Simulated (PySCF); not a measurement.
Vibration and rotation of PbN

PBE0 constants of PbN, ⁴Π (quartet), unpaired electrons π ↑↑↑, a second solution, started from another occupation (PySCF, scalar-relativistic core potentials, basis sets Pb cc-pVTZ-PP with ECP60, N cc-pVTZ; masses 207.9766 and 14.0031 u):

- ωe: 440.7 cm⁻¹
- ωexe: 2.57 cm⁻¹
- Be: 0.243 cm⁻¹
- αe: 0.00181 cm⁻¹

(1) What force constant and bond length do these constants imply?

(2) Estimate the centrifugal constant D from the Kratzer relation and find the Dunham coefficient a1.

Spin–orbit coupling is left out, which matters for elements this heavy, above all for dissociation energies.

Results:

(1) Reduced mass μred = 13.120 u; k = 5.8918×10⁻⁷·μred·ωe² (u, cm⁻¹, mdyn/Å) = 1.50 mdyn/Å; Re = √(16.8576/(μred·Be)) (u, cm⁻¹, Å) = 2.299 Å.

(2) D = 4Be³/ωe² = 2.96e-07 cm⁻¹; a1 = −1 − αeωe/(6Be²) = -3.25.
